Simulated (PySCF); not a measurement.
**Exercise with solution: refractive index and permittivity of the vapour**

BF2I, SMILES B(F)(I)F.

Geometry optimised at PBE0-D3(BJ)/def2-SVP. The def2 effective core potentials stand for the cores of I; spin–orbit coupling is left out.

PBE0/def2-TZVPD in PySCF gives a mean static polarisability of 48.1 bohr³ and a dipole moment of 0.46 D. Take an ideal gas at 298.15 K and 1 bar, whether or not the substance is that volatile.

Question: Work out n − 1 in the optical limit and the static ε − 1.

Answer: 
Polarisability volume α' = 48.1 × 0.148185 = 7.13 Å³. Number density N = p/kT = 2.43e-5 Å⁻³.
Dilute limit of Lorentz–Lorenz: n − 1 = 2π N α' = 0.0011.
Orientation term of Debye: μ²/(3kT) = 8.098 Å³ × μ²(D²) = 1.71 Å³.
ε − 1 = 4π N (α' + μ²/3kT) = 0.0027. Orientation of the dipole supplies 19 % of the static response; it can't follow optical fields. Vibrational polarisation and dispersion are left out.
